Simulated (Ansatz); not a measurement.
Program: Ansatz. Geometries: PBE0-D4/def2-TZVP. ΔE: electronic, gas phase. CBS: MP2 limit from def2 TZ/QZ plus the TZ coupled-cluster correction, frozen cores. DFT in def2-TZVPP. HSE06 is defined as in plane-wave codes. For Ga outer-core shells are correlated without core-valence functions, which leaves a few kJ/mol of doubt a bond. Scalar relativity is left out up to krypton. Each species was taken in one conformer, which may not be the lowest.

Reaction (redistribution): `C[CH2][AlH][OH]` + `C[B](N)[GaH2]` → `C[CH2][Al]([NH2])[OH]` + `C[BH][GaH2]`

`C[CH2][AlH][OH]`:

Cartesian coordinates in Å:
```
C -0.412 0.677 1.153
C -0.719 0.447 -0.327
Al 0.478 -0.772 -1.281
O 1.788 -1.516 -0.492
H 0.588 1.097 1.297
H -1.119 1.368 1.621
H -0.451 -0.255 1.724
H -0.720 1.403 -0.868
H -1.744 0.070 -0.447
H 0.320 -1.146 -2.811
H 1.990 -1.372 0.431
```

`C[B](N)[GaH2]`:

Cartesian coordinates in Å:
```
C -0.589 -1.105 -0.927
B 0.041 0.112 -0.156
N 0.511 1.215 -0.864
Ga 0.238 0.207 1.951
H -1.613 -1.292 -0.586
H -0.613 -0.981 -2.015
H -0.041 -2.027 -0.705
H 0.469 1.279 -1.872
H 0.924 2.024 -0.430
H -0.205 -0.923 2.965
H 0.878 1.490 2.638
```

`C[CH2][Al]([NH2])[OH]`:

Cartesian coordinates in Å:
```
C -1.722 -0.570 0.478
C -1.017 0.175 -0.656
Al 0.908 0.399 -0.436
N 1.733 -0.231 1.000
O 1.778 1.212 -1.650
H -2.798 -0.666 0.303
H -1.599 -0.059 1.437
H -1.327 -1.582 0.604
H -1.461 1.169 -0.789
H -1.193 -0.335 -1.611
H 2.717 -0.165 1.204
H 1.261 -0.718 1.744
H 2.720 1.370 -1.630
```

`C[BH][GaH2]`:

Cartesian coordinates in Å:
```
C 0.208 1.218 0.731
B 0.579 -0.187 0.172
Ga -0.594 -1.348 -1.090
H 1.071 1.875 0.872
H -0.155 1.002 1.751
H -0.590 1.762 0.223
H 1.616 -0.659 0.562
H -1.707 -2.335 -0.560
H -0.428 -1.329 -2.661
```

```json
{"level": "B97M-V", "ΔE (kJ/mol)": "50.1", "difference from CCSD(T)/CBS": "9.8"}
{"level": "HSE06-D4", "ΔE (kJ/mol)": "47.8", "difference from CCSD(T)/CBS": "7.5"}
{"level": "CAM-B3LYP-D4", "ΔE (kJ/mol)": "44.5", "difference from CCSD(T)/CBS": "4.2"}
{"level": "B2PLYP", "ΔE (kJ/mol)": "42.5", "difference from CCSD(T)/CBS": "2.2"}
{"level": "PBE", "ΔE (kJ/mol)": "49.8", "difference from CCSD(T)/CBS": "9.5"}
{"level": "revPBE", "ΔE (kJ/mol)": "46.4", "difference from CCSD(T)/CBS": "6.1"}
{"level": "r2SCANh", "ΔE (kJ/mol)": "40.3", "difference from CCSD(T)/CBS": "0.0"}
{"level": "r2SCAN0", "ΔE (kJ/mol)": "40.5", "difference from CCSD(T)/CBS": "0.2"}
{"level": "CAM-B3LYP", "ΔE (kJ/mol)": "43.8", "difference from CCSD(T)/CBS": "3.5"}
{"level": "RPA@PBE/def2-TZVPP", "ΔE (kJ/mol)": "47.1", "difference from CCSD(T)/CBS": "6.8"}
{"level": "CCSD/def2-SVP", "ΔE (kJ/mol)": "61.4", "difference from CCSD(T)/CBS": "21.1"}
{"level": "CCSD(T)/def2-SVP", "ΔE (kJ/mol)": "65.4", "difference from CCSD(T)/CBS": "25.1"}
{"level": "MP2/def2-TZVPP", "ΔE (kJ/mol)": "43.5", "difference from CCSD(T)/CBS": "3.2"}
{"level": "HF/def2-QZVPP", "ΔE (kJ/mol)": "32.4", "difference from CCSD(T)/CBS": "-7.9"}
{"level": "SCS-MP2/def2-QZVPP", "ΔE (kJ/mol)": "39.7", "difference from CCSD(T)/CBS": "-0.6"}
{"level": "MP2/CBS(def2)", "ΔE (kJ/mol)": "40.1", "difference from CCSD(T)/CBS": "-0.2"}
{"level": "CCSD(T)/CBS", "ΔE (kJ/mol)": "40.3", "difference from CCSD(T)/CBS": "0"}
```

Largest T1 diagnostic among the species: 0.013.

At CCSD(T), def2-SVP lies +25.1 kJ/mol from the extrapolated value and def2-TZVPP +3.4 kJ/mol. In def2-TZVPP, CCSD(T) changes the Hartree–Fock value by +10.1 kJ/mol (the triples alone add +3.1 kJ/mol) and MP2 by +10.0 kJ/mol. From BLYP to BHLYP (50 % exact exchange), in def2-TZVPP and without D4, ΔE moves by −4.1 kJ/mol.
